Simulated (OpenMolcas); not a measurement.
Computed levels of 2s2 2p3 in ions with 7 electrons, in cm-1 above 4S* 3/2.

```json
{
 "Program": "OpenMolcas 26.06",
 "Method": "SS-RASPT2, IPEA 0.25 Eh, imaginary shift 0.1 Eh",
 "Basis": "ANO-RCC-VQZP",
 "Scalar Hamiltonian": "DKH2, point nucleus",
 "Spin-orbit coupling": "RASSI with atomic mean-field integrals over the reference wave functions, term energies averaged over their components"
}
```

Active space for each ion: 5 electrons in 9 orbitals (RAS2 2s 2p; RAS3 3d, at most 2 electrons); closed shells correlated by CASPT2: 1s.

```csv
Level,N,O+,Ne3+
2D* 3/2,19420,27190,41700
2D* 5/2,19420,27200,41720
2P* 3/2,29280,41030,63020
2P* 1/2,29280,41030,63010
```

Problem. Estimate 2D* 3/2, 2D* 5/2 for F2+ from its neighbours O+ and Ne3+.

Solution. 2D* 3/2 is another term, which grows about linearly with the charge: (27190 + 41700) / 2 = 34445. The calculation gives 34660, so the estimate is off by -0.6 %.
2D* 5/2 is another term, which grows about linearly with the charge: (27200 + 41720) / 2 = 34460. The calculation gives 34670, so the estimate is off by -0.6 %.

Active for correlation alone: 3d; no level in the range computed is led by a configuration that fills it, so any true level of that kind is missing. Only configurations of the active space appear.

* marks odd parity.
